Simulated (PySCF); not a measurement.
**C₆ coefficients of unlike pairs at PBE0**

Calculated with PySCF 2.14 from the dipole response of each species, C₆(A,B) = (3/π) ∫ α_A(iu) α_B(iu) du, in atomic units, from isotropic polarisabilities. For ions this is the dispersion term alone; charge-induced terms of lower order in 1/R come first.

```
species      configuration                      basis     relativity  α (bohr³)  C₆ (like pair)
    O²⁺  [He] 2s2 2p2 (3P)    dyall-acv3z (15s9p4d2f)  spin-free X2C      1.741           2.316
   Cl²⁺  [Ne] 3s2 3p3 (4S)  def2-QZVPPD (10s7p5d2f1g)           none      5.862           20.85
     Si  [Ne] 3s2 3p2 (3P)     aug-cc-pwCVDZ (6s5p3d)           none      38.53           320.8
    Fe⁺  [Ar] 3d6 4s1 (6D)  aug-cc-pVDZ-DK (7s6p4d2f)  spin-free X2C      26.76           133.9
```

Problem. Estimate C₆ for Fe⁺ with Si.

Solution. The integral gives 206.0. The combination rule 2 C_A C_B / (C_A α_B/α_A + C_B α_A/α_B) gives 206.7 and the geometric mean 207.3.

No spin-orbit coupling is included.

The other pairs:

```tsv
pair	C₆
Fe⁺, Cl²⁺	47.50
Fe⁺, O²⁺	15.03
Si, O²⁺	22.65
Si, Cl²⁺	72.87
Cl²⁺, O²⁺	6.851
```
